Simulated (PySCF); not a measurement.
Job file and geometry (Å, from PBE0-D3(BJ)/def2-SVP) of an NMR shielding run on `C(/[BH3-])=C/C`, [C3H8B]-, GIAO PBE0/pcSseg-1 NMR shielding, non-relativistic, gas phase (PySCF 2.14.0, density-fitted response routines); density fitting, a coarse starting grid and PySCF grid level 2 are the driver's defaults:

```
{"job": {"kind": "nmr", "xc": "PBE0", "basis": "pcSseg-1"}, "charge": -1, "multiplicity": 1}
B      1.721004    -0.632500    -0.353813
C      0.836588     0.626270     0.124636
C     -0.495529     0.797366     0.247563
C     -1.535728    -0.238272    -0.062942
H      1.048210    -1.634940    -0.671337
H      2.425499    -0.288356    -1.331606
H      2.512333    -0.948092     0.565455
H      1.412208     1.527491     0.410284
H     -0.895155     1.764067     0.602461
H     -2.158997    -0.486194     0.819239
H     -2.240469     0.095953    -0.850190
H     -1.045557    -1.160549    -0.408350
```

Task: What does the program print?

Result: 
```
coarse grid: 9304 points
cycle   1  E = -143.6389391129  dE =  5.710e-02  |g| = 5.357e-01  |ddm| = 2.805e+00
cycle   2  E = -143.6074837614  dE =  3.146e-02  |g| = 6.537e-01  |ddm| = 1.779e+00
cycle   3  E = -143.7426654308  dE = -1.352e-01  |g| = 1.035e-01  |ddm| = 1.029e+00
cycle   4  E = -143.7450544299  dE = -2.389e-03  |g| = 3.789e-02  |ddm| = 9.952e-02
cycle   5  E = -143.7453973631  dE = -3.429e-04  |g| = 9.436e-03  |ddm| = 4.548e-02
cycle   6  E = -143.7454237418  dE = -2.638e-05  |g| = 2.099e-03  |ddm| = 1.251e-02
cycle   7  E = -143.7454248980  dE = -1.156e-06  |g| = 3.078e-04  |ddm| = 2.029e-03
final grid: 87808 points
cycle   8  E = -143.7694145844  dE = -1.891e-05  |g| = 6.069e-03  |ddm| = 2.029e-02
cycle   9  E = -143.7694112547  dE =  3.330e-06  |g| = 7.019e-03  |ddm| = 1.328e-02
cycle  10  E = -143.7694250752  dE = -1.382e-05  |g| = 3.481e-04  |ddm| = 7.192e-03
cycle  11  E = -143.7694251001  dE = -2.495e-08  |g| = 1.919e-04  |ddm| = 5.334e-04
cycle  12  E = -143.7694251096  dE = -9.473e-09  |g| = 5.400e-05  |ddm| = 2.045e-04
cycle  13  E = -143.7694251103  dE = -7.155e-10  |g| = 1.101e-05  |ddm| = 5.039e-05
converged SCF energy = -143.7694251103

GIAO shielding tensors (ppm)
atom      isotropic    diamagn.    paramagn.     s11        s22        s33       span
  0 B      140.042     184.625     -44.583    129.853    141.004    149.271     19.418
  1 C       11.840     250.122    -238.282   -134.765     15.757    154.529    289.294
  2 C       65.644     254.202    -188.559    -43.014     95.204    144.740    187.754
  3 C      165.904     247.411     -81.507    148.500    167.797    181.415     32.915
  4 H       29.884      29.644       0.241     27.426     30.149     32.077      4.651
  5 H       30.299      28.911       1.388     28.498     29.266     33.133      4.635
  6 H       30.298      28.927       1.371     28.498     29.261     33.135      4.637
  7 H       24.591      30.935      -6.344     20.603     24.852     28.317      7.715
  8 H       26.176      31.882      -5.706     23.306     25.573     29.649      6.343
  9 H       30.300      29.741       0.559     26.611     28.344     35.945      9.334
 10 H       30.303      29.645       0.658     26.615     28.348     35.946      9.331
 11 H       27.868      30.291      -2.423     23.090     28.196     32.318      9.228
```

Task: Turn these shieldings into chemical shifts. Shifts are taken against calculated references (same method and geometry level): BF3·OEt2 for ¹¹B (σ = 100.73 ppm); TMS for ¹³C (σ = 184.41 ppm), ¹H (σ = 31.27 ppm).

Result: Averaging equivalent atoms: B 0: -39.3; C 1: 172.6; C 2: 118.8; C 3: 18.5; H 7: 6.68; H 8: 5.09; H 9/10/11: 1.78; H 4/5/6: 1.11 ppm. 

Size and cost of the density-fitted run: 108 basis functions, 6.2 s wall time on 1 thread of an x86-64 server CPU, shared host.
